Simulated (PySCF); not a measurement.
Computed IR spectrum (relative IR intensity) of a molecule C5H4F2. The structure is a stationary point at PBE0-D3(BJ)/def2-SVP. The values are those of a single conformer. Computed with PBE0-D3(BJ)/def2-SVP in PySCF. No scaling factor is applied to the harmonic values.

Lines under 2 % of the strongest are left out, and lines within 2 cm⁻¹ are merged.

ν (cm⁻¹): 439 (w), 554 (w), 772 (m), 1064 (vw), 1087 (w), 1173 (vs), 1212 (w), 1270 (s), 1328 (vw), 1395 (s), 1668 (vw), 3238 (vw) (against the strongest line: vs over 80 %, s over 45 %, m over 15 %, w over 4 %, vw less)

### Question
Which structure fits?
A. C=CC=C=C(F)F
B. C#CC(C)=C(F)F
C. FC1(F)C=CC=C1
D. C#C/C=C\C(F)F

### Answer
C, FC1(F)C=CC=C1
